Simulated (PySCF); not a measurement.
## PtS₃, quintet: structure and spectrum

Level of theory: UPBE0 in PySCF with Pt def2-SVP with ECP60, S def2-SVP; scalar-relativistic core potentials, no spin–orbit coupling; density-fitted integrals.

The structure is a minimum.

Coordinates in bohr (charge 0 multiplicity 5):
```
Pt   -0.3987    0.0000   -0.4996
S     2.5009    0.0000    3.3172
S    -1.2183    0.0000    3.9691
S     1.1737    0.0000   -4.2375
```

* Point group: Cs
* Bond lengths: Pt–S 2.146 Å, Pt–S 2.404 Å, Pt–S 2.536 Å, S–S 1.998 Å
* Bond angles: Pt–S–S 62.7°, Pt–S–S 69.7°, S–Pt–S 47.6°, S–Pt–S 120.0°, S–Pt–S 167.6°
* Highest occupied level (α): -6.46 eV
* Enthalpy at 298.15 K above 0 K: 17.90 kJ/mol
* Heat capacity Cp at 298.15 K: 74.8 J/(mol K)
* Principal polarisabilities: 48.2, 74.6, 139.2 bohr³
* Zero-point energy: 9.9 kJ/mol
* Entropy at 298.15 K and 1 bar (electronic part: spin only): 365.4 J/(mol K)
* Lowest empty level (β): -4.49 eV
* Dipole moment: 0.61 D
* Principal quadrupole moments (Buckingham, traceless) about the centre of mass: -1.61, -0.99, 2.60 D Å
* Spin squared ⟨S²⟩: 6.017
* Rotational constants: 0.1867, 0.04072, 0.03343 cm⁻¹
* Rotational symmetry number: 1
* Atomisation energy without zero-point energy: 924 kJ/mol

Harmonic modes (masses in u: Pt 194.965, S 31.972):
```tsv
symmetry	ω (cm⁻¹)	IR (km/mol)
a''	75	0.0
a'	95	0.2
a'	167	2.8
a'	252	1.4
a'	452	1.6
a'	608	7.8
```

Charges (e):
```json
{"atom": "Pt1", "Mulliken": "0.05", "Löwdin": "-0.73", "polar tensor": "-0.07", "spin (Mulliken)": "1.02", "Mayer order to Pt1": "–"}
{"atom": "S2", "Mulliken": "0.01", "Löwdin": "0.24", "polar tensor": "0.10", "spin (Mulliken)": "0.99", "Mayer order to Pt1": "0.55"}
{"atom": "S3", "Mulliken": "-0.03", "Löwdin": "0.18", "polar tensor": "-0.09", "spin (Mulliken)": "0.57", "Mayer order to Pt1": "0.64"}
{"atom": "S4", "Mulliken": "-0.03", "Löwdin": "0.31", "polar tensor": "0.06", "spin (Mulliken)": "1.42", "Mayer order to Pt1": "1.56"}
```
Other Mayer orders above 0.3: S–S 1.46.

Mulliken populations on Pt1 (electrons outside its core potential): s 2.88, p 6.23, d 8.81, f 0.02.

This need not be the most stable arrangement of these atoms. With open d or f shells other occupations or spin states may lie lower. Spin–orbit coupling, left out here, can matter for elements this heavy.

The final relaxation and frequency run took 87 s on 2 threads of a shared Arm Neoverse V2 host, with 86 basis functions and 20 gradients; the process peaked at 1.1 GiB. Launch command: `OMP_NUM_THREADS=2 python axn.py task.json out`.
